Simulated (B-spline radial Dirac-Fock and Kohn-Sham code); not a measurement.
# Two-hole binding energies of Ho¹⁴⁺

System: the Ho¹⁴⁺ ion in the configuration 1s2 2s2 2p6 3s2 3p6 3d10 4s2 4p6 4d10 4f6 5s1.

The run's input, task.json:

```json
{"items": [{
  "Z": 67,
  "q": 14,
  "cfg": [[1, 0, 2], [2, 0, 2], [2, 1, 6], [3, 0, 2], [3, 1, 6], [3, 2, 10], [4, 0, 2], [4, 1, 6], [4, 2, 10], [4, 3, 6], [5, 0, 1]],
  "A": 165,
  "rrms": 5.2022,
  "do": ["binding", "quiet", "double"]
}]}
```

Launch: `python xray_run.py task.json out`

Level of theory: ΔSCF Dirac-Fock with Breit, self-energy and vacuum polarisation, finite nucleus, configuration average; a radial atomic solver. U is the two-hole binding energy less the two single-hole energies, the effective repulsion of the holes after relaxation. Each two-hole energy is an average over J within one jj subconfiguration.

| holes | E(a) (eV) | E(b) (eV) | E(ab) (eV) | U (eV) |
| --- | --- | --- | --- | --- |
| 1s⁻² | 55932.5 | 55932.5 | 113081.0 | 1215.9 |
| 1s⁻¹ 3p3/2⁻¹ | 55932.5 | 2063.4 | 58104.4 | 108.4 |
| 1s⁻¹ 3d3/2⁻¹ | 55932.5 | 1708.6 | 57745.6 | 104.5 |
| 2p1/2⁻² | 9235.0 | 9235.0 | 18732.5 | 262.5 |
| 2s⁻¹ 3p3/2⁻¹ | 9717.7 | 2063.4 | 11873.4 | 92.3 |
| 2s⁻¹ 3d3/2⁻¹ | 9717.7 | 1708.6 | 11528.3 | 102.0 |
| 2p1/2⁻¹ 3p3/2⁻¹ | 9235.0 | 2063.4 | 11394.5 | 96.1 |
| 2p1/2⁻¹ 3d3/2⁻¹ | 9235.0 | 1708.6 | 11044.1 | 100.5 |
| 2p1/2⁻¹ 3d5/2⁻¹ | 9235.0 | 1670.3 | ? | ? |
| 2p3/2⁻¹ 3s⁻¹ | 8388.0 | 2452.9 | 10933.8 | 92.9 |
| 2p3/2⁻¹ 3d3/2⁻¹ | 8388.0 | 1708.6 | 10200.5 | 103.9 |
| 3p1/2⁻¹ 3p3/2⁻¹ | 2243.2 | 2063.4 | 4377.3 | 70.8 |
| 4d3/2⁻² | 472.5 | 472.5 | 980.7 | 35.7 |
| 4d5/2⁻² | 464.7 | 464.7 | 964.8 | 35.5 |

Question: Give the missing two-hole energy and U.

Answer: E(ab) = 11007.6 eV and U = 102.3 eV.

Values without a named source are computed, but for edge energies of neutral atoms, which are taken from tables.
